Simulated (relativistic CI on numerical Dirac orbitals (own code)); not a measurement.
## Cu³⁺: L-alpha,beta X-ray emission

Computed with this model: Dirac-Coulomb-Breit CI, KLI orbitals optimised for each configuration, model QED (radiative potential, 1s self-energy scaled to tabulated hydrogen-like ionisation energies), valence Slater integrals scaled by 0.7, multiplet model of X-ray emission after core ionisation; configurations [Ar] 3d8 → [He] 2s2 2p5 3s2 3p6 3d8 → [Ar] 3d7; 300 K; Lorentzian 0.6 eV and Gaussian 0.5 eV FWHM. Energies are those of the free ion, without screening or charge transfer. S is read from ⟨S²⟩ = S(S + 1).

Field parameters in Wybourne normalisation: D4h B²₀ = −7Ds, B⁴₀ = 21(Dq − Dt), B⁴₄ = 21√(5/14) Dq; Oh B⁴₀ = 21Dq, B⁴₄ = √(5/14) B⁴₀; Td as Oh with Dq negative (B⁴₀ = 21Dq, B⁴₄ = √(5/14) B⁴₀). The field is a parameter set, without covalency.

Peaks in eV (height, largest 100): 935.1 (54), 937.2 (88), 952.9 (11), 955.8 (100), 957.8 (50).

Task: Which surroundings give this spectrum?
A. D4h, 10Dq = 27300, Ds = 650, Dt = 870 cm⁻¹
B. Td, 10Dq = -4200 cm⁻¹
C. Oh, 10Dq = 28250 cm⁻¹
D. D4h, 10Dq = 14650, Ds = 1410, Dt = 990 cm⁻¹

Result: B. Td, 10Dq = -4200 cm⁻¹, where the ground state has S = 1.00.
